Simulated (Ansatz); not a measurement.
A run for Ansatz (a program for electronic structure): R-PBE/def2-TZVPP on BeF2 (SMILES [F][Be][F]).

Ansatz 0.2 input:
```yaml
crystal:
  periodic: [false, false, false]
  atoms:
    - {symbol: F, position_ang: [0.00000000, -0.00000000, -1.39059426]}
    - {symbol: Be, position_ang: [-0.00000000, 0.00000000, -0.00000000]}
    - {symbol: F, position_ang: [0.00000000, -0.00000000, 1.39059426]}
basis:
  gaussian:
    orbitals: def2-TZVPP
hamiltonian:
  xc: {name: PBE}
accuracy: high
phonons: {}
scf: {lower_state_search: off}
```

### Question
Predict the final total energy.

### Answer
-214.4600 hartree.

### Question
How many basis functions does it have, and what does it roughly cost on one machine?

### Answer
81 functions; roughly 40 core-seconds.
